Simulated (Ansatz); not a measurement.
A nudged elastic band was laid between two geometries of AlF$_{2}$H$_{3}$S (7 atoms, charge 0, multiplicity 1).

Computed with Ansatz 0.2.0, RKS r2SCANh-D4/def2-SVP.

```json
{
 "movable images": "5",
 "climbing image": "yes",
 "spring": "5.0 eV/Å²",
 "optimiser": "quadratic models (default)",
 "start path": "through a guess of the saddle point",
 "force threshold": "0.05 eV/Å",
 "iteration limit": "60",
 "end points": "relaxed"
}
```

Initial state:

```xyz
7
Properties=species:S:1:pos:R:3
Al -0.540 0.915 0.040
H 0.015 1.950 -1.005
F -0.537 1.270 1.669
F -1.709 -0.178 -0.442
H 1.037 -1.345 -1.105
S 1.288 -0.864 0.132
H 0.445 -1.748 0.711
```

Final state:

```xyz
7
Properties=species:S:1:pos:R:3
Al -0.389 0.227 0.492
H 0.202 1.124 -1.418
F -0.279 1.744 1.139
F -1.788 -0.211 -0.277
H 0.764 0.624 -1.279
S 1.086 -1.274 1.002
H 0.404 -2.234 0.341
```

Q: What changes between the two ends?

A: Bonds broken: Al1–H2, H5–S6. Bonds formed: H2–H5. AlF2H3S becomes AlF2HS + H2.

Q: What energy profile does the band end with?

A: The forces met the threshold. The highest image is number 4 of 0 to 6, 0.66 eV above the first end and 0.98 eV above the last; the last end lies 0.32 eV below the first. A vibrational analysis at the climbing image gives one clearly imaginary mode, 909i cm⁻¹: a first-order saddle point. The orbitals stay closed-shell, which can raise the energy where a bond breaks towards radicals; this wasn't checked here.

```json
{"image": "0", "path coordinate (Å)": "0.00", "energy (eV)": "0.00", "Al1–H2 (Å)": "1.57", "H5–S6 (Å)": "1.35", "H2–H5 (Å)": "3.45"}
{"image": "1", "path coordinate (Å)": "0.73", "energy (eV)": "0.00", "Al1–H2 (Å)": "1.57", "H5–S6 (Å)": "1.35", "H2–H5 (Å)": "3.19"}
{"image": "2", "path coordinate (Å)": "1.46", "energy (eV)": "0.02", "Al1–H2 (Å)": "1.57", "H5–S6 (Å)": "1.35", "H2–H5 (Å)": "2.93"}
{"image": "3", "path coordinate (Å)": "2.19", "energy (eV)": "0.20", "Al1–H2 (Å)": "1.58", "H5–S6 (Å)": "1.36", "H2–H5 (Å)": "2.07"}
{"image": "4", "path coordinate (Å)": "2.92", "energy (eV)": "0.66", "Al1–H2 (Å)": "1.69", "H5–S6 (Å)": "1.61", "H2–H5 (Å)": "1.18"}
{"image": "5", "path coordinate (Å)": "3.65", "energy (eV)": "-0.16", "Al1–H2 (Å)": "2.06", "H5–S6 (Å)": "2.39", "H2–H5 (Å)": "0.78"}
{"image": "6", "path coordinate (Å)": "4.38", "energy (eV)": "-0.32", "Al1–H2 (Å)": "2.19", "H5–S6 (Å)": "2.98", "H2–H5 (Å)": "0.76"}
```

Q: What is the geometry of the highest image?

A: 
```xyz
7
Properties=species:S:1:pos:R:3
Al -0.539 0.551 0.228
H 0.334 0.863 -1.181
F -0.450 1.788 1.321
F -1.968 -0.223 -0.091
H 0.974 0.010 -0.683
S 1.185 -1.025 0.529
H 0.463 -1.963 -0.123
```

Q: What are the harmonic wavenumbers there?

A: 909i, 116, 200, 283, 300, 496, 560, 641, 778, 972, 1039, 1254, 1438, 1758, 2709 cm⁻¹.

The run took 86 s on 2 threads of Intel(R) Xeon(R) Platinum 8488C (Sapphire Rapids), with other jobs on the host, peak memory 0.2 GiB.
